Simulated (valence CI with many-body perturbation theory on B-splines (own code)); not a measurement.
# Level structure of Ho36+

Method: relativistic CI+MBPT: three valence electrons over a frozen Dirac-Fock core [Ar] 3d10, a basis of 11 s, 11 p, 10 d, 8 f, 5 g, 2 h functions for each j, with the one-electron correlation potential Σ1 (screened to all orders), the two-electron term Σ2, the three-electron term Σ3, Breit, model QED; selected single and double excitations, second order for the rest, scaled by the run's own slope (own B-spline code, finite nucleus).

The last digits are not significant, and no measured levels were compared; by estimate large intervals hold to a few tenths of a per cent, small ones and those within an open d or f shell to about a per cent.

Levels 136 to 180 of 192, with energies above the lowest level, (4s^2 4p1/2) J=1/2. "Leading %" is the weight of the configuration and term that name the level; weights of strongly mixed levels are sums over their largest components and can fall short. In the jj column 3d3/2^4 stands for four electrons in 3d with j = 3/2. Lifetimes count E1, E2, E3, M1 and M2 decay at the calculated energies, and are blank where another channel may lead or the interval is too uncertain; long ones can be off by a factor of two.

| No. | Configuration | Term | J | E (eV) | Leading % | Leading jj | g | Lifetime |
| --- | --- | --- | --- | --- | --- | --- | --- | --- |
| 136 | 4p²4f | ²F° | 7/2 | 567.51 | 38 | 4p1/2 4p3/2 4f7/2 (44 %) | 1.209 | 1.82 ps |
| 137 | 4p²4f | ²D° | 5/2 | 567.83 | 40 | 4p1/2 4p3/2 4f7/2 (52 %) | 1.221 | 2.10 ps |
| 138 | 4p²4f | ⁴D° | 3/2 | 568.03 | 37 | 4p1/2 4p3/2 4f5/2 (75 %) | 1.072 | 2.26 ps |
| 139 | 4p²4f | ²P° | 1/2 | 568.82 | 51 | 4p1/2 4p3/2 4f5/2 (90 %) | 0.372 | 2.41 ps |
| 140 | 4p4d² | ²P° | 1/2 | 575.27 | 75 | 4p1/2 4d5/2^2 (89 %) | 0.664 | 2.23 ps |
| 141 | 4p²4f | ²F° | 5/2 | 576.32 | 47 | 4p1/2 4p3/2 4f7/2 (71 %) | 0.937 | 2.49 ps |
| 142 | 4p²4f | ²G° | 9/2 | 576.49 | 35 | 4p1/2 4p3/2 4f7/2 (33 %) | 1.001 | 2.07 ps |
| 143 | 4p²4f | ²D° | 3/2 | 577.86 | 43 | 4p1/2 4p3/2 4f7/2 (66 %) | 1.035 | 1.97 ps |
| 144 | 4p²4f | ²F° | 7/2 | 580.71 | 20 | 4p1/2 4p3/2 4f7/2 (29 %) | 1.048 | 1.35 ps |
| 145 | 4p4d² | ²G° | 7/2 | 595.82 | 25 | 4p3/2 4d3/2^2 (60 %) | 1.034 | 958 fs |
| 146 | 4p4d² | ²D° | 3/2 | 596.32 | 31 | 4p3/2 4d3/2^2 (83 %) | 0.861 | 845 fs |
| 147 | 4p4d² | ⁴F° | 5/2 | 596.77 | 27 | 4p3/2 4d3/2^2 (67 %) | 0.972 | 918 fs |
| 148 | 4p4d² | ⁴G° | 9/2 | 599.21 | 42 | 4p3/2 4d3/2 4d5/2 (84 %) | 1.182 | 1.56 ps |
| 149 | 4p4d² | ⁴D° | 1/2 | 599.71 | 70 | 4p3/2 4d3/2^2 (85 %) | 0.327 | 829 fs |
| 150 | 4p4d² | ²F° | 7/2 | 600.27 | 30 | 4p3/2 4d3/2 4d5/2 (80 %) | 1.175 | 1.61 ps |
| 151 | 4p4d² | ⁴G° | 11/2 | 601.27 | 74 | 4p3/2 4d3/2 4d5/2 (45 %) | 1.238 | 2.77 ps |
| 152 | 4p4d² | ⁴D° | 3/2 | 601.57 | 21 | 4p3/2 4d3/2^2 (58 %) | 1.230 | 1.05 ps |
| 153 | 4p4d² | ²G° | 9/2 | 602.41 | 23 | 4s 4d3/2 4f5/2 (41 %) | 1.044 | 1.99 ps |
| 154 | 4p4d² | ⁴D° | 5/2 | 602.57 | 31 | 4p3/2 4d3/2 4d5/2 (74 %) | 1.353 | 1.93 ps |
| 155 | 4s4d4f | ⁴H° | 7/2 | 603.43 | 56 | 4s 4d3/2 4f5/2 (73 %) | 0.846 | 2.01 ps |
| 156 | 4p4d² | ⁴D° | 5/2 | 604.23 | 26 | 4p3/2 4d3/2 4d5/2 (60 %) | 1.065 | 1.53 ps |
| 157 | 4s4d4f | ⁴H° | 7/2 | 605.95 | 31 | 4p3/2 4d3/2 4d5/2 (37 %) | 1.015 | 1.87 ps |
| 158 | 4p4d² | ²S° | 1/2 | 606.25 | 44 | 4p3/2 4d3/2 4d5/2 (91 %) | 1.733 | 1.26 ps |
| 159 | 4p4d² | ⁴D° | 3/2 | 606.64 | 34 | 4p3/2 4d3/2 4d5/2 (45 %) | 1.144 | 1.24 ps |
| 160 | 4p4d² | ²H° | 11/2 | 606.74 | 53 | 4p3/2 4d3/2 4d5/2 (30 %) | 1.141 | 3.15 ps |
| 161 | 4p4d² | ⁴D° | 7/2 | 607.06 | 20 | 4p3/2 4d3/2 4d5/2 (58 %) | 1.100 | 1.39 ps |
| 162 | 4s4d4f | ⁴H° | 9/2 | 608.08 | 78 | 4s 4d3/2 4f7/2 (37 %) | 0.995 | 2.22 ps |
| 163 | 4s4d4f | ⁴F° | 3/2 | 608.58 | 62 | 4s 4d3/2 4f5/2 (62 %) | 0.713 | 1.28 ps |
| 164 | 4s4d4f | ²D° | 5/2 | 608.59 | 35 | 4s 4d3/2 4f5/2 (47 %) | 1.172 | 1.25 ps |
| 165 | 4s4d4f | ⁴F° | 9/2 | 610.05 | 30 | 4s 4d3/2 4f7/2 (53 %) | 1.185 | 1.88 ps |
| 166 | 4s4d4f | ⁴F° | 5/2 | 610.91 | 32 | 4s 4d3/2 4f7/2 (29 %) | 1.218 | 1.62 ps |
| 167 | 4p4d² | ⁴S° | 3/2 | 611.64 | 28 | 4p3/2 4d3/2 4d5/2 (58 %) | 1.272 | 1.14 ps |
| 168 | 4s4d4f | ⁴H° | 11/2 | 611.86 | 87 | 4s 4d3/2 4f7/2 (55 %) | 1.136 | 2.58 ps |
| 169 | 4s4d4f | ⁴F° | 5/2 | 611.92 | 35 | 4p3/2 4d5/2^2 (34 %) | 1.192 | 1.88 ps |
| 170 | 4s²5s | ²S | 1/2 | 613.24 | 99 | 4s^2 5s (99 %) | 1.999 | 201 fs |
| 171 | 4s4d4f | ⁴F° | 7/2 | 613.33 | 14 | 4p3/2 4d5/2^2 (41 %) | 1.186 | 2.20 ps |
| 172 | 4s4d4f | ⁴F° | 7/2 | 613.46 | 30 | 4p3/2 4d5/2^2 (33 %) | 1.220 | 1.83 ps |
| 173 | 4s4d4f | ⁴G° | 5/2 | 615.00 | 65 | 4s 4d3/2 4f5/2 (76 %) | 0.718 | 1.07 ps |
| 174 | 4s4d4f | ⁴G° | 7/2 | 615.01 | 17 | 4p3/2^2 4f7/2 (23 %) | 1.135 | 1.55 ps |
| 175 | 4p²4f | ⁴D° | 1/2 | 616.82 | 31 | 4p3/2^2 4f5/2 (40 %) | 0.587 | 1.45 ps |
| 176 | 4p4d² | ⁴F° | 9/2 | 617.00 | 29 | 4p3/2 4d5/2^2 (39 %) | 1.209 | 1.63 ps |
| 177 | 4p4d² | ²F° | 5/2 | 617.34 | 47 | 4p3/2 4d3/2 4d5/2 (54 %) | 0.943 | 1.42 ps |
| 178 | 4s4d4f | ⁴G° | 7/2 | 617.64 | 23 | 4s 4d3/2 4f5/2 (24 %) | 1.134 | 1.30 ps |
| 179 | 4p4d² | ²D° | 3/2 | 617.75 | 26 | 4p3/2 4d3/2 4d5/2 (56 %) | 0.886 | 1.32 ps |
| 180 | 4s4d4f | ⁴H° | 13/2 | 618.46 | 100 | 4s 4d5/2 4f7/2 (100 %) | 1.228 | 4.38 ps |

Where two levels of one J and parity lie close, their mixing, g and order are uncertain.
